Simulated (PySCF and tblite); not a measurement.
Values are calculated unless marked as measured or tabulated.
Rearrangement: stationary points, barriers and rates

System: C9H10Si, numbered as in [SiH3:1][C@H:2]1[CH:3]=[CH:4][c:5]2[cH:6][cH:7][cH:8][cH:9][c:10]21.

Motion: shift of Si1 from C2 to C3. Geometries: GFN2-xTB; energies: BP86/pcSseg-1 + D3(BJ), IEF-PCM chloroform; zero-point and thermal terms from GFN2-xTB harmonic modes (soft modes blended into free rotors). Rates follow Eyring's equation with the number of equivalent paths and no tunnelling. (PySCF 2.14 with density fitting, tblite 0.8.)

| point | symmetry | E(GFN2) kcal/mol | E(DFT) kcal/mol | ZPE change kcal/mol | lowest mode cm⁻¹ | dipole D |
| --- | --- | --- | --- | --- | --- | --- |
| start | C1 | 0.0 | 0.0 | 0.00 | 78 | 0.88 |
| saddle | C1 | 17.0 | 21.6 | -0.51 | 196i | 1.24 |
| end | Cs | 15.1 | 17.0 | -0.49 | 70 | 1.19 |

```
Electronic barrier                                      : 21.6 kcal/mol
Barrier with zero-point energy                          : 21.1 kcal/mol
ΔH‡ (298 K)                                             : 20.7 kcal/mol
ΔS‡ (298 K, symmetry apart)                             : -3.4 cal/(mol K)
Paths                                                   : 1 equivalent path
End point                                               : a different minimum
Mean lifetime of the start against this motion at 298 K : 21 min
Cost                                                    : 2.4 min on 1 thread of Arm Neoverse V1, on a host shared with other jobs (rough), peak memory 0.94 GiB, launched as `OMP_NUM_THREADS=1 python ens_run.py task.json out`
```

| T/K | ΔG‡ kcal/mol | k s⁻¹ | ΔG kcal/mol | k back s⁻¹ |
| --- | --- | --- | --- | --- |
| 200 | 21.4 | 1.6×10⁻¹¹ | 16.5 | 3.6×10⁷ |
| 250 | 21.6 | 7.4×10⁻⁷ | 16.5 | 4.3×10⁸ |
| 298 | 21.7 | 0.00079 | 16.6 | 2.1×10⁹ |
| 350 | 21.8 | 0.17 | 16.6 | 7.5×10⁹ |
| 400 | 22.0 | 8.3 | 16.6 | 1.8×10¹⁰ |

ΔG and ΔG‡ leave out symmetry numbers and mirror images; rates count paths: 1 out, 2 back.

DFT energies on a tight-binding saddle of a bond shift can be off by several kcal/mol.
